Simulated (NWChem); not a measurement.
System: C$_{4}$H$_{4}$F$_{2}$; SMILES F[C@@H]1C=C[C@H]1F

```xyz
10

F     -1.7451     0.1609    -0.8987
C     -0.6720    -0.4024    -0.2381
C     -0.6242    -0.2621     1.2668
C      0.6242     0.2621     1.2668
C      0.6720     0.4024    -0.2381
F      1.7451    -0.1609    -0.8987
H     -0.5194    -1.4380    -0.6157
H     -1.3528    -0.5147     2.0518
H      1.3528     0.5147     2.0518
H      0.5194     1.4380    -0.6157
```
Atoms are numbered in this order, from 1.

Computed with NWChem. Pople sets run with spherical d functions. Coordinates come from a PBE-D3(BJ)/def2-SVP optimisation. Level: M06-2X/6-31G* with SMD (1 M gas to 1 M solution), gas-phase geometry.

Task: Order these by “solvation free energy (kcal/mol)”, lowest first: anisole; cyclohexane; water.

Result: anisole (-4.3), cyclohexane (-3.5), water (-1.2)
